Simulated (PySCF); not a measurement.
**Substituent effects on chemical shifts**

Parent skeleton `[BH2:1][S:2][CH3:3]`; one hydrogen on atom 1 is replaced by X. Hydrogens on one atom are averaged.

- σ from GIAO-PBE0/pcSseg-1
- coordinates at the PBE0-D3(BJ)/def2-SVP level
- code: PySCF
- isolated molecule, relativity neglected, fast rotation and ring inversion assumed for equivalent nuclei, one computed conformer

Chemical shifts δ = σref − σ; BF3·OEt2 for ¹¹B (100.73 ppm); CS2 for ³³S (495.66 ppm); ¹³C (184.41 ppm), ¹H (31.27 ppm) against TMS, all at this level.

Parent (X = H): B1 67.9, S2 125.6, C3 25.8, H(B1) 6.89, H(C3) 2.46 ppm. Effects are Δδ = δ(X) − δ(H), positive for deshielding.

(1) Give Δδ (ppm) for X = NHCH3, cPent, OCHF2, NHSiH3.

(2) Which position responds most, and to which substituents?

## Answers

(1) 
```
     X      SMILES     B1      S2     C3  H(B1)  H(C3)
 NHCH3       CNBSC  -26.8  -209.1   -9.3  -1.62  -0.47
 cPent  CSBC1CCCC1   +3.5   -56.0  -10.5  -0.24  -0.33
 OCHF2   CSBOC(F)F  -23.0  -153.3  -12.6  -1.36  -0.30
NHSiH3  CSBN[SiH3]  -21.2  -166.9   -6.7  -1.36  -0.23
```

(2) S2: from -209.1 ppm with NHCH3 to -56.0 ppm with cPent.
